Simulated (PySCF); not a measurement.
**Electronic structure of Si²⁺ (silicon, charge +2) at the PBE0 level**

Configuration: [Ne] 3s2, closed-shell 1S. All numbers are calculated (PySCF 2.14, scalar relativity by spin-free X2C-1e, in aug-cc-pVQZ-DK).

```json
{
 "Total energy": "-288.9596 hartree",
 "One-electron energy": "-390.9445 hartree",
 "Hartree (Coulomb) energy": "122.1587 hartree",
 "Exchange-correlation energy": "-20.1739 hartree",
 "⟨S²⟩": "0.0000",
 "⟨L²⟩": "0.000",
 "Sum of ⟨r⟩": "8.483 bohr",
 "Sum of ⟨r²⟩": "11.72 bohr²",
 "Langevin diamagnetic susceptibility": "-9.29 ×10⁻⁶ cm³/mol"
}
```

```json
{"shell": "1s", "electrons": "2", "mean orbital energy (hartree)": "-67.29714", "rms radius, mean of both spins (bohr)": "0.129"}
{"shell": "2s", "electrons": "2", "mean orbital energy (hartree)": "-6.19444", "rms radius, mean of both spins (bohr)": "0.617"}
{"shell": "2p", "electrons": "6", "mean orbital energy (hartree)": "-4.50240", "rms radius, mean of both spins (bohr)": "0.601"}
{"shell": "3s", "electrons": "2", "mean orbital energy (hartree)": "-1.09123", "rms radius, mean of both spins (bohr)": "2.09"}
```

Densities and radii are taken from the X2C orbitals without a picture-change correction, which distorts them close to the nucleus.
